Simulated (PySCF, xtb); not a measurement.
B(Cl)(Me)(OMe) (C2H6BClO), SMILES O(B(Cl)C)C.

GFN2-xTB (xtb) at its own geometry gives an orbital gap of 5.51 eV and a dipole moment of 4.18 D.

Geometry optimised at B3LYP-D3(BJ)/def2-SVP. This is a generated structure with no PubChem entry under its InChIKey; it may be hypothetical. One conformer was computed; it need not be the lowest.

**Question.** What does r2SCAN/def2-TZVP (PySCF) give? (Estimate from the structure and the level; the computed values follow.)

**Answer.** gap 7.01 eV (levels -7.45 and -0.43 eV), dipole 3.05 D.
